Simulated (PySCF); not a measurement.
C2HF7Si, SMILES F[SiH](C(F)(F)F)C(F)(F)F at its PBE0/def2-SVP optimised geometry (Å):

```
11

Si    -0.9579    -0.1370     0.0000
F     -1.4632     1.3967     0.0000
C     -1.5706    -0.9738    -1.6229
F     -2.9070    -0.9876    -1.6823
F     -1.1476    -2.2446    -1.6668
F     -1.1196    -0.3545    -2.7153
C      0.9681    -0.1370     0.0000
F      1.4766     0.5037    -1.0541
F      1.4472     0.4461     1.1046
F      1.4240    -1.3967    -0.0255
H     -1.4766    -0.8557     1.1836
```

Calculation: PBE0/def2-TZVP (PySCF). Cells within 0.4 Å of a nucleus heavier than hydrogen are left out (blank, or x).

Map of the electron localisation function on the plane z = 0.0 Å:

```
|000000000000000000000000000|
|000000000000000000000000000|
|000000000000000000000000000|
|000001122210000000000000000|
|000012455432100000000000000|
|000135777764100000000000000|
|001257888875200000000000000|
|0013688xx886200000000000000|
|0013688xxx85100000000000000|
|0013578xx874100000000000000|
|000146788762123211000000000|
|000013564101377532210000000|
|000001210550399811321000000|
|000001107xx42997xx131000000|
|000001107xx52997xx131000000|
|000002310660399723652100000|
|000002331000475458876520000|
|000001233211221267xx8752100|
|00000012221000047xxx9863100|
|000000000000001688xx8863100|
|000000000000001688888642000|
|000000000000001467766421000|
|000000000000000244443100000|
|000000000000000011110000000|
|000000000000000000000000000|
|000000000000000000000000000|
|000000000000000000000000000|
```
Scale: ten equal steps from 0.000 (start of '0') to 0.984 (end of '9'), in the order '0123456789'; x runs from -3.50 to 3.50, y from -3.50 (bottom) to 3.50 (top).
